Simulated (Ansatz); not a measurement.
Ansatz (a quantum-chemistry and plane-wave program) input (CCSD(T)/aug-cc-pVDZ):

Ansatz 0.2 input:
```yaml
crystal:
  periodic: [false, false, false]
  atoms:
    - {symbol: C, position_ang: [-1.60374696, -0.08006989, 1.23581037]}
    - {symbol: N, position_ang: [-1.26345571, 0.10514128, -0.16069775]}
    - {symbol: C, position_ang: [-2.41215941, 0.45435675, -0.97449270]}
    - {symbol: B, position_ang: [0.01358359, -0.06299352, -0.75531838]}
    - {symbol: N, position_ang: [1.26806943, -0.12653727, -0.09584900]}
    - {symbol: C, position_ang: [1.55882730, 0.28838358, 1.26195687]}
    - {symbol: C, position_ang: [2.44405442, -0.60226900, -0.79903635]}
    - {symbol: H, position_ang: [-0.81520337, -0.61012285, 1.76237348]}
    - {symbol: H, position_ang: [-2.51616525, -0.68128857, 1.31693146]}
    - {symbol: H, position_ang: [-1.79436008, 0.86851616, 1.75489618]}
    - {symbol: H, position_ang: [-2.12395011, 0.50767247, -2.02205375]}
    - {symbol: H, position_ang: [-2.82872834, 1.42749412, -0.68531433]}
    - {symbol: H, position_ang: [-3.21199370, -0.28899847, -0.86848995]}
    - {symbol: H, position_ang: [0.03504438, -0.16251732, -1.94864979]}
    - {symbol: H, position_ang: [2.46955344, 0.89744951, 1.27492758]}
    - {symbol: H, position_ang: [0.75356611, 0.89596387, 1.66497854]}
    - {symbol: H, position_ang: [1.72795759, -0.56057650, 1.93742755]}
    - {symbol: H, position_ang: [2.84713185, -1.51283985, -0.33801633]}
    - {symbol: H, position_ang: [2.19327767, -0.82917712, -1.83291984]}
    - {symbol: H, position_ang: [3.24180370, 0.15075547, -0.78910079]}
basis:
  gaussian:
    orbitals: aug-cc-pVDZ
magnetization: {spin_polarized: false}
correlation: {method: ccsd_t, electrons: outside_noble_gas}
output: {forces: true}
```

End of the output:

```
Atom 6 at     2.444054    -0.602269    -0.799036 Å, force     0.057549    -0.012500     0.024865 eV/Å
Atom 7 at    -0.815203    -0.610123     1.762373 Å, force     0.381798    -0.258921     0.235492 eV/Å
Atom 8 at    -2.516165    -0.681289     1.316931 Å, force    -0.381738    -0.254209     0.015939 eV/Å
Atom 9 at    -1.794360     0.868516     1.754896 Å, force    -0.072063     0.396879     0.209034 eV/Å
Atom 10 at    -2.123950     0.507672    -2.022054 Å, force     0.136891     0.025077    -0.480986 eV/Å
Atom 11 at    -2.828728     1.427494    -0.685314 Å, force    -0.162934     0.399721     0.127919 eV/Å
Atom 12 at    -3.211994    -0.288998    -0.868490 Å, force    -0.319426    -0.317025     0.053381 eV/Å
Atom 13 at     0.035044    -0.162517    -1.948650 Å, force     0.006701    -0.031077    -0.372631 eV/Å
Atom 14 at     2.469553     0.897450     1.274928 Å, force     0.381680     0.254475    -0.012756 eV/Å
Atom 15 at     0.753566     0.895964     1.664979 Å, force    -0.389191     0.293205     0.175579 eV/Å
Atom 16 at     1.727958    -0.560577     1.937428 Å, force     0.063370    -0.356568     0.274307 eV/Å
Atom 17 at     2.847132    -1.512840    -0.338016 Å, force     0.157071    -0.372532     0.198080 eV/Å
Atom 18 at     2.193278    -0.829177    -1.832920 Å, force    -0.119702    -0.104787    -0.474770 eV/Å
Atom 19 at     3.241804     0.150755    -0.789101 Å, force     0.318259     0.322438     0.011518 eV/Å
Dipole moment:    -0.004104     0.019034     0.228222 e Å
```
